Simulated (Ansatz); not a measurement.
Abridged output of a molecular run in Ansatz:

```
Functional definition: HF
1281 factors; integrals over basis functions are off by at most 1.1e-3 eV
mean field evaluation 1: about -17644.7372 eV, gradient 5.4e1 eV
mean field evaluation 2: about -17644.9492 eV, gradient 5.4e1 eV
mean field evaluation 4: about -17650.8168 eV, gradient 4.4e0 eV
mean field evaluation 8: about -17650.8846 eV, gradient 4.5e-1 eV
mean field -17650.88517107 eV, -648.6580658370 hartree, gradient 1.2e-6 eV, S^2 0.000000; 0 other end points of the search recorded, 0 dependent functions left out
9 core orbitals not correlated: weight in the atoms' cores, before any rotation towards them, 1.000 or more for the frozen orbitals, at most 0.000 for the correlated occupied ones
reference -17650.88517107 eV, -648.6580658370 hartree; 26, 26 occupied and 96, 96 virtual orbitals, 1281 factors
second order -38.47538229 eV of doubles, -0.00000000 eV of singles
cycle   1  -38.13005451 eV  change    3.5e-1 eV  update   1.4e-1
cycle   2  -38.98036136 eV  change   -8.5e-1 eV  update   4.0e-2
cycle   3  -39.19491369 eV  change   -2.1e-1 eV  update   2.0e-2
cycle   4  -39.19422774 eV  change    6.9e-4 eV  update   5.2e-3
cycle   5  -39.19244607 eV  change    1.8e-3 eV  update   2.5e-3
cycle   6  -39.19456142 eV  change   -2.1e-3 eV  update   7.0e-4
cycle   7  -39.19464745 eV  change   -8.6e-5 eV  update   2.2e-4
cycle   8  -39.19450140 eV  change    1.5e-4 eV  update   6.1e-5
cycle   9  -39.19449842 eV  change    3.0e-6 eV  update   2.3e-5
perturbative correction -0.99197201 eV, -0.0364542990 hartree
Total energy: -17691.07164150 eV, -650.1348913860 hartree
```

Its atoms:

```xyz
10

F     2.6810    0.8878    0.2986
C     1.6347    0.6200    1.1097
F     1.3385    1.7445    1.7968
C     0.4801    0.1939    0.3189
C    -0.4639   -0.1949   -0.3044
C    -1.6198   -0.6600   -1.0735
F    -2.0126    0.2600   -1.9536
F    -2.6501   -0.9258   -0.2697
F    -1.3266   -1.7734   -1.7464
H     1.9389   -0.1522    1.8238
```

Q: Which basis set was used?
A. def2-QZVPP
B. def2-TZVPPD
C. def2-SVPD
D. def2-SVP

A: D. It gives 131 functions.

Q: Write the keys of the input that set method, charge and spin (a neutral closed shell needs none for the last two).

A: 
```yaml
correlation: {method: ccsd_t}
```
